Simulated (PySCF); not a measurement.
**Dipole response of Os⁺ (osmium, charge +1)**

[Xe] 4f14 5d6 6s1, high-spin 6D determinant. All numbers are calculated (PySCF 2.14, scalar relativity by spin-free X2C-1e, in ANO-RCC-VTZP). Coupled (time-dependent) response in atomic units; α is the mean over directions. The basis has no added diffuse functions, which lowers α and C₆.

```json
{"method": "revPBE", "mean α (bohr³)": "25.47", "α xx, yy, zz": "25.91, 25.91, 24.59", "C₆ (like pair)": "193.9", "S(−4)": "272.3"}
```

S(−4) is the Cauchy moment in α(ω) = α(0) + S(−4) ω² + …

Spin-orbit coupling is absent.

α(iu) at revPBE:

```csv
u (hartree),α(iu) (bohr³)
0,25.47
0.0500,24.82
0.100,23.08
0.200,18.39
0.300,14.29
0.500,9.406
0.750,6.605
1.00,5.139
1.50,3.513
2.00,2.575
3.00,1.550
5.00,0.7468
```

A single London oscillator, α(iu) = α/(1 + u²/ω²), gives C₆ = (3/4) ω α². Matching the computed C₆ needs ω = 4 × 193.9 / (3 × 25.47²) = 0.399 hartree.

For an ion, C₆ is the dispersion term alone; charge-induced terms of lower order in 1/R come first.

The components differ because the open shell of this determinant is not spherical; for a pure term their mean is the scalar polarisability.

Spin-orbit coupling, absent here, splits the open shell strongly.
